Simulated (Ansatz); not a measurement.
Spectroscopic constants of BS, multiplicity 2 (the spin of the measured ground state).

D_e counts from the fitted minimum to each atom's lowest state at the same level, without counterpoise.

Correlated levels freeze the cores.

Codes used: Ansatz (Gaussian basis) for Hartree–Fock, density functionals and correlated methods. 

```json
[
 {"level": "SVWN5/def2-TZVPP", "bond energy D_e (eV)": "7.059"},
 {"level": "r2SCAN/def2-TZVPP", "bond energy D_e (eV)": "6.206"},
 {"level": "B3LYP/def2-TZVPP", "bond energy D_e (eV)": "5.773"},
 {"level": "PBE0/def2-TZVPP", "bond energy D_e (eV)": "[?]"},
 {"level": "CAM-B3LYP/def2-TZVPP", "bond energy D_e (eV)": "5.706"},
 {"level": "wB97X-V/def2-TZVPP", "bond energy D_e (eV)": "5.753"},
 {"level": "wB97M-V/def2-TZVPP", "bond energy D_e (eV)": "5.847"},
 {"level": "B2PLYP/def2-TZVPP", "bond energy D_e (eV)": "5.820"},
 {"level": "CCSD/def2-TZVPP", "bond energy D_e (eV)": "[?]"}
]
```

### Question
Fill in the missing entries.

### Answer

- PBE0/def2-TZVPP, bond energy D_e (eV): 5.991
- CCSD/def2-TZVPP, bond energy D_e (eV): 5.296

Doubts at one or more of the structures used: a spin-contaminated determinant (CCSD/def2-TZVPP).

Ansatz is a first-principles code.
